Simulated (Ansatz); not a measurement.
Ansatz results at the PBE0-D4/def2-TZVP geometry: HOMO–LUMO gap (B3LYP/def2-TZVPP) 5.60 eV; HOMO energy (PBE0/def2-TZVPP) -8.28 eV; size of the dipole moment (ωB97M-V/def2-TZVPP) 3.74 D.

(1) Which molecule gave them?
A. `[GeH2]`
B. `[SiH2]`
C. `O=[SiH2]`
D. `O[SiH]`

## Answers

(1) C. The others give `[SiH2]`: 3.40, -6.87, 0.02; `O[SiH]`: 4.05, -6.47, 1.31; `[GeH2]`: 3.45, -6.89, 0.23.

B3LYP here is the variant with VWN-RPA as its local correlation; programs differ in this.
